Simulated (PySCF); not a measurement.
O$_{2}$Ti, charge +1, doublet, at a GFN2-xTB geometry (such geometries of metal compounds can be far from the true shape) (the multiplicity is a formal guess).

Input for PySCF:
```python
from pyscf import gto, scf, dft

mol = gto.M(
    atom='''
Ti    0.301376    0.057665    0.361041
O     0.504710    0.081928   -1.289394
O    -1.333495   -0.240506    0.296531
''',
    basis='6-31g**',
    charge=1,
    spin=1,
    verbose=4,
)

mf = dft.UKS(mol)
mf.xc = 'b3lyp'
mf.kernel()
```

Task: What does this run give for the HOMO energy, <S^2>, number of basis functions, Mulliken (on the basis functions themselves) charges in atom order, nuclear repulsion energy?

Result: 
```
Property                                                                                  Result
------------------------------------------------------------------  ----------------------------
HOMO energy                                                                            -15.97 eV
<S^2>                                                                                      0.817
number of basis functions                                                                     62
Mulliken (on the basis functions themselves) charges in atom order  Ti1 1.54, O2 -0.27, O3 -0.27
nuclear repulsion energy                                                             125.8310 Eh
```

These values belong to the state on which the SCF converged, which isn't shown to be the lowest.
